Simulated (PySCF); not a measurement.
# Zinc: a sound run and one with changed settings

Sound run: Zn(2+) [Ar] 3d10, Zn(3+) [Ar] 3d9. All numbers are calculated (PySCF 2.14, the spin-free X2C one-electron Hamiltonian (Gaussian nucleus), in cc-pVDZ-DK). In the sound run the correlated levels freeze [Ar]. The sound run starts from symmetry-adapted Hartree-Fock orbitals and uses a fine grid where one is needed.

Changed run: no relativity, point nucleus. This setting is unsound on purpose.

```tsv
species	method	sound run (hartree)	changed run (hartree)	converged
Zn(2+)	UHF	-1793.36092	-1767.77025	yes
Zn(2+)	MN15	-1796.09831	-1770.54895	yes
Zn(2+)	M06-L	-1794.83866	-1769.24983	yes
Zn(2+)	MP2	-1793.73473	-1768.14132	yes
Zn(3+)	UHF	-1791.99831	-1766.39163	yes
Zn(3+)	MN15	-1794.63151	-1769.06537	yes
Zn(3+)	M06-L	-1793.39149	-1767.78791	yes
Zn(3+)	MP2	-1792.27101	-1766.66288	yes
```

Ionisation energy of Zn(2+):

| method | sound run (eV) | changed run (eV) |
| --- | --- | --- |
| UHF | 37.079 | 37.514 |
| MN15 | 39.914 | 40.370 |
| M06-L | 39.379 | 39.781 |
| MP2 | 39.830 | 40.231 |
| SCS-MP2 | 39.474 | 39.879 |

Most of the change in total energy is the relativistic energy itself. On top of that the contraction fixes the core shape for the Hamiltonian it was made with, so the changed run is not a good calculation with the other Hamiltonian either.

For comparison, NIST gives 39.723 eV between the lowest levels.
